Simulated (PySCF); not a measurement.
CH5FO2Si2, SMILES [Si@@H](OC=O)([SiH3])F.

The structure is a stationary point at B3LYP-D3(BJ)/def2-SVP. The structure was generated by enumeration; whether it is a known compound was not checked. Other conformers were not sampled.

Level of theory: TDA-PBE/def2-SVPD (PySCF 2.14.0).

Vertical excitations. The molecule is in vacuum.

```tsv
state	energy (eV)	λ (nm)	f	main pairs
S1	5.24	237	0.003	HOMO→LUMO 98 %
S2	5.47	227	0.001	HOMO−1→LUMO 96 %
S3	6.02	206	0.000	HOMO→LUMO+1 93 %
S4	6.43	193	0.022	HOMO→LUMO+2 60 %, HOMO−1→LUMO+1 17 %, HOMO−2→LUMO 10 %
S5	6.50	191	0.027	HOMO−1→LUMO+1 64 %, HOMO→LUMO+2 17 %
S6	6.60	188	0.003	HOMO−3→LUMO 84 %
S7	6.76	183	0.004	HOMO−4→LUMO 88 %
S8	6.91	180	0.011	HOMO→LUMO+3 67 %, HOMO−1→LUMO+2 24 %
S9	6.97	178	0.017	HOMO−1→LUMO+2 53 %, HOMO→LUMO+3 20 %
S10	7.01	177	0.006	HOMO→LUMO+4 68 %, HOMO−2→LUMO 12 %
T1	4.80	258	0	HOMO→LUMO 97 %
T2	5.22	237	0	HOMO−1→LUMO 91 %
T3	5.77	215	0	HOMO→LUMO+1 79 %, HOMO−1→LUMO+1 13 %
T4	5.88	211	0	HOMO−2→LUMO 84 %
```
Triplets are in the Tamm–Dancoff approximation.
